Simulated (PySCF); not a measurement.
C₃H₄O₂Si, SMILES C#C[SiH2]C(=O)O.

The structure is a stationary point at PBE0-D3(BJ)/def2-SVP. This is a generated structure with no PubChem entry under its InChIKey; it may be hypothetical. Other conformers were not sampled.

Calculation: HF/def2-TZVP (PySCF).

Isolated molecule, no solvent.

The total energy is -554.66646 hartree and the point group is Cs. The highest occupied level is -11.11 eV. The lowest empty level comes out as 2.77 eV. The orbital gap is 13.88 eV. The dipole moment is 2.48 D and the quadrupole, principal values (traceless, Buckingham form, about the centre of nuclear charge) comes out as -2.67, -2.46, 5.13 D·Å. The mean static polarisability is 59.8 bohr³ (8.86 Å³) and the polarisability, principal values is 43.0, 54.0, 82.4 bohr³.
